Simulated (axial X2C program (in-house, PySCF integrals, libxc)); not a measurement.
# Levels of In₂⁺ by electron attachment to In₂²⁺ (EOM-EA-CCSD)

Computed with an in-house all-electron X2C program for linear molecules (integrals from PySCF): two-component X2C with atomic mean-field Coulomb and Gaunt terms, Gaussian nuclei, basis In dyall-acv3z with contracted cores.

R = 3.321 Å (0.920 times 3.610 Å, the PBE0 minimum at charge 1 for the lowest determinant).

Levels of In₂⁺ obtained by attaching an electron to In₂²⁺:

```json
{"Ω": "1/2", "binding energy (eV)": "10.567", "above lowest (cm⁻¹)": "0", "attached spinor": "90% In pσ", "one-particle weight": "0.95"}
{"Ω": "1/2", "binding energy (eV)": "10.100", "above lowest (cm⁻¹)": "3768", "attached spinor": "90% In pπ", "one-particle weight": "0.95"}
{"Ω": "3/2", "binding energy (eV)": "9.936", "above lowest (cm⁻¹)": "5089", "attached spinor": "88% In pπ", "one-particle weight": "0.95"}
{"Ω": "1/2", "binding energy (eV)": "8.625", "above lowest (cm⁻¹)": "15663", "attached spinor": "80% In pπ, 12% In dπ", "one-particle weight": "0.93"}
{"Ω": "3/2", "binding energy (eV)": "8.438", "above lowest (cm⁻¹)": "17170", "attached spinor": "80% In pπ, 14% In dπ", "one-particle weight": "0.93"}
{"Ω": "1/2", "binding energy (eV)": "7.070", "above lowest (cm⁻¹)": "28204", "attached spinor": "68% In pσ, 22% In dσ", "one-particle weight": "0.82"}
```

**Question.** Take the first Ω = 1/2 and Ω = 3/2 rows of π character: how far apart are they, and which lies lower?

**Answer.** E(3/2) − E(1/2) = 5089 − 3768 = 1321 cm⁻¹ at EOM-EA-CCSD: regular, Ω = 1/2 lower. Splittings at this level can be off by ten to twenty per cent.

This point took 11 s on 1 thread of Intel(R) Xeon(R) Platinum 8124M CPU @ 3.00GHz (Skylake/Cascade Lake) (shared host).

Reference electrons by ω block (each with its −ω partner): 1/2: 30, 3/2: 14, 5/2: 4. 4 electrons of In₂²⁺ correlated (inner shells frozen), 92 natural virtual spinors (a truncated set); levels can be off by some tenths of an eV. Roots sought by Ω: (1/2: 5, 3/2: 4, 5/2: 2, 7/2: 1); rows need 60 % one-particle weight and stop where some Ω has no more roots. Missing are any skipped roots, higher Ω and states of a further excitation; these come out far too high here and may in truth be low or lowest. T1 of the reference 0.004 (Lee–Taylor). The reference was not checked to be the lowest state of its species. Number of frozen shells: In 4 s, 3 p, 2 d. g and u states are not told apart.
